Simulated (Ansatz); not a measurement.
CH9BSi2 (SMILES CB([SiH3])[SiH3]), singlet, geometry from GFN2-xTB, with bond 4-2 at 1.8 times its length; SC-NEVPT2/STO-3G, CASSCF(2,3) run with Ansatz (a program for electronic structure).

Input for Ansatz:
Ansatz 0.2 input:
```yaml
crystal:
  periodic: [false, false, false]
  atoms:
    - {symbol: B, position_ang: [0.36684601, -0.04347113, -0.09802579]}
    - {symbol: C, position_ang: [1.89795683, -0.12279253, -0.46110665]}
    - {symbol: H, position_ang: [2.41239083, -1.01401579, -0.10103145]}
    - {symbol: H, position_ang: [2.76079369, 1.39609611, 0.45161769]}
    - {symbol: H, position_ang: [2.13025005, -0.00186964, -1.51938338]}
    - {symbol: Si, position_ang: [-0.26589360, -0.91802612, 1.55157694]}
    - {symbol: H, position_ang: [-1.45628055, -1.76123767, 1.35384305]}
    - {symbol: H, position_ang: [-0.64394827, 0.06436845, 2.58315794]}
    - {symbol: H, position_ang: [0.71510495, -1.79809167, 2.21172955]}
    - {symbol: Si, position_ang: [-0.82184979, 0.98402337, -1.28965990]}
    - {symbol: H, position_ang: [-1.92877820, 1.67926505, -0.61374785]}
    - {symbol: H, position_ang: [-1.45741406, 0.11198445, -2.29367486]}
    - {symbol: H, position_ang: [-0.14219899, 2.02871173, -2.07692505]}
basis:
  gaussian:
    orbitals: STO-3G
magnetization: {spin_polarized: false}
correlation: {method: sc_nevpt2, electrons: all, active_space: {window: {electrons: 2, orbitals: 3}}}
```

What the program printed (banner, timings and long lists left out):

```
Functional definition: HF
449 factors; integrals over basis functions are off by at most 7.3e-5 eV
mean field evaluation 1: about -17359.4335 eV, gradient 1.7e1 eV
mean field evaluation 2: about -17359.5035 eV, gradient 1.7e1 eV
mean field evaluation 4: about -17360.9410 eV, gradient 2.2e0 eV
mean field evaluation 8: about -17360.9654 eV, gradient 1.8e-2 eV
mean field -17360.96540383 eV, -638.0037109058 hartree, gradient 2.5e-6 eV, S^2 0.000000; 1 other end points of the search recorded, 0 dependent functions left out; unrestricted orbitals would lower it
reference -17360.96540383 eV, -638.0037109058 hartree; 24, 24 occupied and 13, 13 virtual orbitals, 449 factors
state -17363.27724265 eV, -638.0886694155 hartree
state -17363.27724265 eV, -638.0886694155 hartree; corrected -17367.73794875 eV, -638.2525973411 hartree
Total energy: -17367.73794875 eV, -638.2525973411 hartree
```
